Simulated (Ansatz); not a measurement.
Saddle point of SiAsNH₈O, closed shell (SiNH₅O ([NH2][SiH2][OH]) + AsH₃ → SiAsNH₆ ([NH2][SiH2][AsH2]) + H₂O; bonds formed: Si1–As7, O2–H6; bonds broken: Si1–O2, H6–As7), PBE0-D4/def2-TZVP structure:

Si1  (-0.317, 0.929, 0.212)
O2  (-0.715, -0.476, 1.323)
H3  (0.827, 1.661, 0.795)
H4  (-1.526, 1.686, 0.674)
N5  (-0.689, 0.795, -1.437)
H6  (0.054, -1.071, 0.910)
As7  (1.743, -0.940, -0.364)
H8  (-1.605, -0.850, 1.230)
H9  (-0.059, 0.406, -2.117)
H10  (-1.437, 1.343, -1.831)
H11  (2.453, -1.089, 0.974)
H12  (1.271, -2.394, -0.370)
(Å)

Energies are electronic, without zero-point energy. Barriers and step energies count from the start structure reached by relaxing down the imaginary mode; all methods use the PBE0-D4 structures, on which another method's saddle can fall below an end. Computed with Ansatz 0.2.0 (basis: def2-TZVPP, with def2-QZVPP for the basis limit); correlated methods freeze the cores. Filled d shells of the heavier atoms are correlated. The def2 sets are not built for correlating such inner shells, so the correlated values are less sure here. B3LYP uses VWN-RPA correlation. Extrapolation: Hartree–Fock as exp(−7.88 √X), correlation as X^−2.97.

```csv
method,barrier (kJ/mol),step energy (kJ/mol)
SPW92,?,74.8
PBE-D4,?,67.5
BLYP-D4,184.6,83.0
r2SCAN-D4,178.0,81.2
B97M-V,201.8,89.2
PBE0-D4,173.8,71.9
B3LYP-D4,194.9,85.8
r2SCAN0-D4,?,82.0
BHLYP-D4,213.0,92.5
CAM-B3LYP-D4,202.9,93.2
wB97X-V,200.0,85.5
wB97M-V,190.2,86.2
B2PLYP,200.3,86.6
PBE-QIDH,187.1,78.8
RPA on PBE,206.6,86.1
HF,263.4,102.1
MP2,191.9,83.5
CCSD,211.9,86.8
CCSD(T),200.3,84.2
```

(1) Fill in the withheld barriers. (Judge from chemistry; the value comes from the calculation.)

The T1 diagnostic stays at or below 0.012.

Answers

(1) By the calculation: PBE-D4 158.9; r2SCAN0-D4 185.2; SPW92 128.5 kJ/mol. Each is the energy of the saddle less that of the start structure, by the same method.

For comparison, the barrier by CCSD(T) at an estimated basis limit (MP2 extrapolated from triple and quadruple zeta, plus CCSD(T) − MP2 in triple zeta) is 193.9 kJ/mol.

Labels in which every atom is bracketed show which atoms are joined, not bond orders.

For scale, one of the runs: CCSD(T)/def2-TZVPP, 264 basis functions, launched by `ansatz run in.yaml --threads 8 --pin off --events-out ev --progress --plain --max-ram 19148MiB`. Hardware: 8 CPU threads of an Arm Neoverse V2, shared host. Wall time 2.4 min; peak host memory 6.5 GiB.
